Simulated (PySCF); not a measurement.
A structure optimised at PBE-D3(BJ)/def2-SVP, used in a PySCF frequency run:

```xyz
12

C     -2.2507    -0.0529    -0.3099
B     -0.7075     0.0108    -0.0698
C      0.1901     0.5337     1.1326
N      1.5740     0.2547     0.6963
C      1.4715    -0.2829    -0.4559
O      0.2052    -0.4765    -1.0086
H     -2.5178    -0.3012    -1.3554
H     -2.7524     0.8936    -0.0210
H     -2.6903    -0.8370     0.3459
H     -0.0083     0.0359     2.1089
H      0.0743     1.6195     1.3521
H      2.3078    -0.6236    -1.0880
```
Charge 0, spin multiplicity 1.

### Question
Write its SMILES and formula.

### Answer
CB1CN=CO1, C3H6BNO

### Question
What are its rotational constants (standard atomic weights)?

### Answer
8.0507, 3.1574, 2.3336 GHz
